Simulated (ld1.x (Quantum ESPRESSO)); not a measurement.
**vanadium: one change to a TM semilocal potential, before and after**

vanadium (V), norm-conserving Troullier–Martins (semilocal form), made with ld1.x (Quantum ESPRESSO) 7.5 (Wu–Cohen, scalar-relativistic). Core [Ar], reference 3d4 4s1 4p0. Waves: 4s (bound): rc 2.10 bohr; 4p (bound, empty): rc 3.75 bohr; 3d (bound): rc 1.40 bohr. Local part: the d channel. Core correction: Bessel-smoothed model core inside 1.40 bohr.

All-electron outer shells of the reference configuration (Wu–Cohen, scalar-relativistic, ld1.x):

```tsv
shell	level (eV)	outermost node (bohr)	outermost maximum (bohr)
3s	-66.38	0.38	0.82
3p	-40.45	0.35	0.85
4s	-3.88	1.18	2.90
3d	-2.44	–	0.92
4p	-1.00	1.32	3.96
```

Change: wave 3d (bound): rc 1.40 bohr becomes 3d (bound): rc 1.60 bohr.

Cutoffs: the cutoffs (Ry, on a coarse ladder) from which the occupation-weighted sum of valence levels, in a spherical-Bessel basis at the reference potential, stays within 10 and 1 mRy of its value at 400 Ry; they do not see the model core or the augmentation charge, which bear on the density cutoff. Errors are all-electron minus pseudo energies relative to the spin-unpolarised reference configuration.

Q: Predict the effect on cutoff, ghosts and configuration errors.

A: The potential gets softer (100 Ry and 110 Ry → 80 Ry and 100 Ry); the errors of the 7 common tests hardly move; neither file shows a bound ghost. A larger radius leaves more room for a smooth pseudo-wave, so fewer plane waves are needed. A semilocal file is local in each channel, so a ghost entry of none says nothing of the separable form that plane-wave codes build from it.

```csv
quantity,base,changed
"cutoff, loose",100 Ry,80 Ry
"cutoff, tight",110 Ry,100 Ry
loose cutoff by channel (10 mRy a level),"s 6 Ry, d 90 Ry","s 6 Ry, d 70 Ry"
bound ghosts,none,none
"error for 3d3 4s2 4p0, meV [ΔE -0.58 eV]",-117,-115
"error for 3d3 4s1 4p0, meV [ΔE 7.18 eV]",-78,-78
"error for 3d3 4s0 4p0, meV [ΔE 21.33 eV]",-108,-112
"error for 3d3 4s0 4p1, meV [ΔE 11.31 eV]",-112,-114
"error for 3d4 4s0 4p0, meV [ΔE 6.55 eV]",-22,-20
"error for 3d3 4s1.5 4p0, meV [ΔE 2.52 eV]",-96,-95
"error for 3d3 4s0 4p2, meV [ΔE 6.33 eV]",-146,-149
s: phases at 4.04 bohr within 0.05 rad from the reference energy up to (Ry; the scan ends near 5),0.9,0.9
p: phases at 4.04 bohr within 0.05 rad from the reference energy up to (Ry; the scan ends near 5),1.3,1.3
d: phases at 4.04 bohr within 0.05 rad from the reference energy up to (Ry; the scan ends near 5),2.7,2.6
```
